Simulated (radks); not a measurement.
The nuclear charge of the iridium ion Ir+ is varied continuously with 76 electrons held in [Xe] 4f14 5d7 6s1. Calculated with a radial shooting solver on a logarithmic mesh with Libxc functionals: Dirac Kohn-Sham, PBE, spin-unpolarised, spherical densities, point nucleus; open shells fill j = l - 1/2 first. By the Hellmann-Feynman theorem dE/dZ = E(electron-nucleus)/Z, the electronic potential at the nucleus.

[
 {"Z": "76.6", "E (hartree)": "-17625.9223", "E(electron-nucleus)/Z (hartree)": "-577.107", "HOMO": "6s1/2", "e(HOMO) (eV)": "-10.029", "<r> HOMO (bohr)": "2.845"},
 {"Z": "76.8", "E (hartree)": "-17741.5824", "E(electron-nucleus)/Z (hartree)": "-579.494", "HOMO": "6s1/2", "e(HOMO) (eV)": "-11.735", "<r> HOMO (bohr)": "2.775"},
 {"Z": "77", "E (hartree)": "-17857.7201", "E(electron-nucleus)/Z (hartree)": "-581.884", "HOMO": "6s1/2", "e(HOMO) (eV)": "-13.512", "<r> HOMO (bohr)": "2.710"},
 {"Z": "77.2", "E (hartree)": "-17974.3361", "E(electron-nucleus)/Z (hartree)": "-584.276", "HOMO": "6s1/2", "e(HOMO) (eV)": "-15.359", "<r> HOMO (bohr)": "2.650"},
 {"Z": "77.4", "E (hartree)": "-18091.4309", "E(electron-nucleus)/Z (hartree)": "-586.672", "HOMO": "6s1/2", "e(HOMO) (eV)": "-17.272", "<r> HOMO (bohr)": "2.593"},
 {"Z": "77.6", "E (hartree)": "-18209.0053", "E(electron-nucleus)/Z (hartree)": "-589.072", "HOMO": "6s1/2", "e(HOMO) (eV)": "-19.249", "<r> HOMO (bohr)": "2.540"},
 {"Z": "77.8", "E (hartree)": "-18327.0598", "E(electron-nucleus)/Z (hartree)": "-591.474", "HOMO": "6s1/2", "e(HOMO) (eV)": "-21.287", "<r> HOMO (bohr)": "2.491"},
 {"Z": "78", "E (hartree)": "-18445.5953", "E(electron-nucleus)/Z (hartree)": "-593.881", "HOMO": "6s1/2", "e(HOMO) (eV)": "-23.386", "<r> HOMO (bohr)": "2.444"}
]

The central difference of E at Z = 77 is -581.884 hartree, to compare with the third column; the second derivative is -12 hartree.
